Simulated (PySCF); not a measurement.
Spectrum to structure. Theory: TDDFT CAM-B3LYP/def2-SVPD, vertical, gas phase, core orbitals frozen in the response (PySCF). Geometries: PBE0-D3(BJ)/def2-SVP, one conformer each.

| state | E (eV) | λ (nm) | f |
| --- | --- | --- | --- |
| S1 | 7.29 | 170.0 | 0.0016 |
| S2 | 7.50 | 165.2 | 0.025 |
| S3 | 7.69 | 161.3 | 0.014 |
| S4 | 8.04 | 154.3 | 0.030 |
| S5 | 8.07 | 153.5 | 0.038 |
| S6 | 8.19 | 151.4 | 0.034 |

**Question.** Which structure fits? All have the formula C6H12O2.
A. `OC[C@H]1CCCCO1` (tetrahydropyran-2-methanol)
B. `CCCCCOC=O` (pentyl formate)
C. `CC(=O)OC(C)(C)C` (tert-butyl acetate)

**Answer.** A. Its S1, at 7.29 eV, is the highest among the candidates; the nearest of the others has S1 at 5.91 eV. S1 is HOMO→LUMO (72%), HOMO→LUMO+3 (9%). Löwdin shares by element: HOMO oxygen 49%, carbon 18% or more (atoms not listed hold the other 33%); LUMO carbon 29% or more, hydrogen 7% or more (atoms not listed hold the other 64%). At the same level the other candidates give, for their lowest levels:
- `CC(=O)OC(C)(C)C`: 5.83 eV (f 0.001); 7.63 eV (f 0.033); 8.12 eV (f 0.114); 8.46 eV (f 0.011); 8.51 eV (f 0.001); T1 5.37 eV; HOMO -9.23, LUMO 1.17 eV
- `CCCCCOC=O`: 5.91 eV (f 0.002); 8.01 eV (f 0.104); 8.36 eV (f 0.062); 8.47 eV (f 0.002); 8.74 eV (f 0.006); T1 5.36 eV; HOMO -9.85, LUMO 1.14 eV
Triplets come from the Tamm–Dancoff approximation.

Without π bonds the low states are Rydberg-like; a valence basis with one diffuse set may place them up to an eV too high.
